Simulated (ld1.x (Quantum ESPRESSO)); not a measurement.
Scattering properties, TM semilocal potential for V (Z = 23)

ld1.x (Quantum ESPRESSO) 7.5 input, shortened:

```
&input
   title='V', zed=23., rel=1, dft='PBE', iswitch=3,
   config='[Ar] 3d4 4s1 4p0'
 /
 &inputp
   pseudotype=1, tm=.true., lloc=0,
   nlcc=.false.
 /
3
4P  2  1   0.00   0.00  4.10  4.10  0.0
3D  3  2   4.00   0.00  2.00  2.00  0.0
4S  1  0   1.00   0.00  2.30  2.30  0.0
 &test
   configts(1)='3d4 4s1 4p0'
 /
```

The phase is arctan(r·u′/u) with u = r·R(r), unwrapped; energies in Ry, scanned from -2 to 5 Ry. A pole is an energy at which the radial function vanishes at the test radius. The pseudo phase is shifted by a multiple of π to meet the all-electron one at the reference energy, and phase errors are pseudo minus all-electron; the curves can meet again beyond the range given. Levels narrower than the energy grid can be missing from the lists of poles.

A narrow feature of the pseudo curve, probably an extra level, lies near 0.40 Ry in the d channel; the grid steps over it, so the window and error are not given (n/a).

Task: For each channel, where are the poles, and over which energies does the pseudopotential scatter like the atom?

Result:

```json
{"channel": "s", "radius (bohr)": "4.46", "reference energy (Ry)": "-0.28", "poles, all-electron": "-0.00, 2.37", "poles, pseudo": "-0.00, 2.15, 4.71", "unbroken range about the reference energy with phases within 0.05 rad": "below 0.8", "phase error 1 Ry above the reference energy (rad)": "-0.033"}
{"channel": "p", "radius (bohr)": "4.46", "reference energy (Ry)": "-0.08", "poles, all-electron": "0.45, 2.90", "poles, pseudo": "0.44, 2.51", "unbroken range about the reference energy with phases within 0.05 rad": "below 1.0", "phase error 1 Ry above the reference energy (rad)": "-0.033"}
{"channel": "d", "radius (bohr)": "4.46", "reference energy (Ry)": "-0.18", "poles, all-electron": "-0.15, 1.30, 3.84", "poles, pseudo": "-0.14, 1.36, 4.21", "unbroken range about the reference energy with phases within 0.05 rad": "n/a", "phase error 1 Ry above the reference energy (rad)": "n/a"}
```

Phases in the s channel:

```
E (Ry)  all-electron  pseudo
 -2.00         1.397   1.397
 -1.76         1.383   1.383
 -1.52         1.364   1.364
 -1.28         1.337   1.337
 -1.04         1.295   1.295
 -0.80         1.216   1.216
 -0.56         0.983   0.983
 -0.32        -0.683  -0.683
 -0.08        -1.500  -1.500
  0.16        -1.667  -1.669
  0.40        -1.782  -1.788
  0.64        -1.944  -1.964
  0.88        -2.383  -2.505
  1.12        -3.747  -3.947
  1.36        -4.354  -4.422
  1.60        -4.531  -4.571
  1.84        -4.615  -4.647
  2.08        -4.667  -4.699
  2.32        -4.705  -4.742
  2.56        -4.738  -4.787
  2.80        -4.770  -4.846
  3.04        -4.805  -4.955
  3.28        -4.851  -5.346
  3.52        -4.925  -7.170
  3.76        -5.082  -7.621
  4.00        -5.670  -7.734
  4.24        -7.153  -7.790
  4.48        -7.554  -7.826
  4.72        -7.678  -7.855
  4.96        -7.739  -7.881
```
